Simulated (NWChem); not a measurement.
System: GeCl3F; SMILES [F][Ge]([Cl])([Cl])[Cl]

Excerpt of the output:

```
             Northwest Computational Chemistry Package (NWChem) 7.3.0
             --------------------------------------------------------

 C3  symmetry detected

                             Geometry "geometry" -> ""
                             -------------------------

 Output coordinates in angstroms (scale by  1.889725989 to convert to a.u.)

  No.       Tag          Charge          X              Y              Z
 ---- ---------------- ---------- -------------- -------------- --------------
    1 F                    9.0000     0.00000000    -0.00000000     1.90205929
    2 Ge                  32.0000     0.00000000    -0.00000000     0.12445000
    3 Cl                  17.0000     0.73811217    -1.89373331    -0.41374380
    4 Cl                  17.0000     1.27096507     1.58609055    -0.41374380
    5 Cl                  17.0000    -2.00907724     0.30764276    -0.41374380

 Effective nuclear repulsion energy (a.u.)     705.6391210446

      Symmetry information
      --------------------

 Group name             C3
 Group number              5
 Group order               3
 No. of unique centers     3

                                Z-matrix (autoz)
                                --------

 Units are Angstrom for bonds and degrees for angles

      Type          Name      I     J     K     L     M      Value
      ----------- --------  ----- ----- ----- ----- ----- ----------
    1 Stretch                  1     2                       1.77761
    2 Stretch                  2     3                       2.10254
    3 Stretch                  2     4                       2.10254
    4 Stretch                  2     5                       2.10254
    5 Bend                     1     2     3               104.83123
    6 Bend                     1     2     4               104.83123
    7 Bend                     1     2     5               104.83123
    8 Bend                     3     2     4               113.68556
    9 Bend                     3     2     5               113.68556
   10 Bend                     4     2     5               113.68556

                           NWChem Geometry Optimization
                           ----------------------------

 maximum gradient threshold         (gmax) =   0.000450
 rms gradient threshold             (grms) =   0.000300
 maximum cartesian step threshold   (xmax) =   0.001800
 rms cartesian step threshold       (xrms) =   0.001200
 fixed trust radius                (trust) =   0.300000
 source of zmatrix                         =   autoz

          -------------------
          Energy Minimization
          -------------------

 Using diagonal initial Hessian
 Scaling for Hessian diagonals: bonds = 1.00  angles = 0.25  torsions = 0.10

          --------
          Step   0

                                 NWChem DFT Module
                                 -----------------

 Summary of "ao basis" -> "ao basis" (spherical)
 ------------------------------------------------------------------------------
       Tag                 Description            Shells   Functions and Types
 ---------------- ------------------------------  ------  ---------------------
 F                          def2-svp                 6       14   3s2p1d
 Ge                         def2-svp                12       32   5s4p3d
 Cl                         def2-svp                 8       18   4s3p1d

      Symmetry analysis of basis
      --------------------------

        a          36
        e+         32
        e-         32

  Rotation of axis

            General Information
            -------------------
          SCF calculation type: DFT
          Wavefunction type:  closed shell.
          No. of atoms     :     5
          No. of electrons :    92
           Alpha electrons :    46
            Beta electrons :    46
          Charge           :     0
          Spin multiplicity:     1
          Use of symmetry is: on ; symmetry adaption is: on
          Maximum number of iterations: 150
          AO basis - number of functions:   100
                     number of shells:    42
          Convergence on energy requested:  1.00D-06
          Convergence on density requested:  1.00D-05
          Convergence on gradient requested:  5.00D-04

              XC Information
              --------------
                         PBE0 Method XC Functional
                     Hartree-Fock (Exact) Exchange  0.250
          PerdewBurkeErnzerhof Exchange Functional  0.750
            Perdew 1991 LDA Correlation Functional  1.000 local
           PerdewBurkeErnz. Correlation Functional  1.000 non-local

[...]

      ----------------------
      Optimization converged
      ----------------------

  Step       Energy      Delta E   Gmax     Grms     Xrms     Xmax
  ---- ---------------- -------- -------- -------- -------- --------
@    4   -3556.03094613 -3.4D-07  0.00002  0.00002  0.00065  0.00126
                                     ok       ok       ok       ok

                                Z-matrix (autoz)
                                --------

 Units are Angstrom for bonds and degrees for angles

      Type          Name      I     J     K     L     M      Value     Gradient
      ----------- --------  ----- ----- ----- ----- ----- ---------- ----------
    1 Stretch                  1     2                       1.71713    0.00000
    2 Stretch                  2     3                       2.11687   -0.00001
    3 Stretch                  2     4                       2.11687   -0.00001
    4 Stretch                  2     5                       2.11687   -0.00001
    5 Bend                     1     2     3               107.86291    0.00002
    6 Bend                     1     2     4               107.86291    0.00002
    7 Bend                     1     2     5               107.86291    0.00002
    8 Bend                     3     2     4               111.03053   -0.00002
    9 Bend                     3     2     5               111.03053   -0.00002
   10 Bend                     4     2     5               111.03053   -0.00002

                         Geometry "geometry" -> "geometry"
                         ---------------------------------

 Output coordinates in angstroms (scale by  1.889725989 to convert to a.u.)

  No.       Tag          Charge          X              Y              Z
 ---- ---------------- ---------- -------------- -------------- --------------
    1 F                    9.0000     0.00000000    -0.00000000     1.92035677
    2 Ge                  32.0000     0.00000000    -0.00000000     0.20322862
    3 Cl                  17.0000     0.73169587    -1.87727135    -0.44610250
    4 Cl                  17.0000     1.25991675     1.57230289    -0.44610250
    5 Cl                  17.0000    -1.99161262     0.30496847    -0.44610250

 Effective nuclear repulsion energy (a.u.)     706.3420201775

      Symmetry information
      --------------------

 Group name             C3
 Group number              5
 Group order               3
 No. of unique centers     3

                Final and change from initial internal coordinates
                --------------------------------------------------

                                Z-matrix (autoz)
                                --------

 Units are Angstrom for bonds and degrees for angles

[...]

 Rotational Constants
 --------------------
 A=   0.054944 cm-1  (  0.079051 K)
 B=   0.054944 cm-1  (  0.079051 K)
 C=   0.039584 cm-1  (  0.056952 K)

 Temperature                      =   298.15K
 frequency scaling parameter      =   1.0000

 Zero-Point correction to Energy  =    4.269 kcal/mol  (  0.006802 au)
 Thermal correction to Energy     =    8.494 kcal/mol  (  0.013536 au)
 Thermal correction to Enthalpy   =    9.086 kcal/mol  (  0.014479 au)

 Total Entropy                    =   83.370 cal/mol-K
   - Translational                =   41.733 cal/mol-K (mol. weight = 197.8269)
   - Rotational                   =   26.797 cal/mol-K (symmetry #  =        3)
   - Vibrational                  =   14.840 cal/mol-K

 Cv (constant volume heat capacity) =   20.079 cal/mol-K
   - Translational                  =    2.979 cal/mol-K
   - Rotational                     =    2.979 cal/mol-K
   - Vibrational                    =   14.120 cal/mol-K

[normal modes left out]

 ----------------------------------------------------------------------------
 Normal Eigenvalue ||           Projected Infra Red Intensities
  Mode   [cm**-1]  || [atomic units] [(debye/angs)**2] [(KM/mol)] [arbitrary]
 ------ ---------- || -------------- ----------------- ---------- -----------
    1       -0.000 ||    0.000049           0.001         0.048       0.022
    2       -0.000 ||    0.000076           0.002         0.074       0.035
    3       -0.000 ||    0.000078           0.002         0.076       0.036
    4       -0.000 ||    0.000003           0.000         0.003       0.002
    5        0.000 ||    0.000001           0.000         0.001       0.001
    6        0.000 ||    0.000020           0.000         0.020       0.009
    7      132.838 ||    0.000529           0.012         0.516       0.241
    8      132.841 ||    0.000529           0.012         0.516       0.241
    9      170.286 ||    0.006930           0.160         6.756       3.162
   10      214.013 ||    0.022371           0.516        21.808      10.206
   11      214.013 ||    0.022371           0.516        21.808      10.206
   12      413.979 ||    0.005410           0.125         5.274       2.468
   13      479.528 ||    0.097923           2.259        95.460      44.673
   14      479.528 ||    0.097920           2.259        95.457      44.672
   15      750.343 ||    0.074587           1.721        72.711      34.027
 ----------------------------------------------------------------------------
```

Level: PBE0/def2-SVP. 

Task: Reconstruct the input file.

Result: This is not unique; one that fits is the input that was run:
```
start job
memory heap 200 mb stack 900 mb global 1100 mb
geometry units angstroms
  F      0.034753     0.006719     1.895816
  Ge     0.002253     0.000119     0.118516
  Cl     1.743091    -1.033664    -0.447570
  Cl     0.009809     2.030865    -0.427364
  Cl    -1.776479    -1.001979    -0.383807
end
basis spherical
  * library def2-svp
end
dft
  xc pbe0
  iterations 150
end
driver
  maxiter 120
end
task dft optimize
task dft freq
```
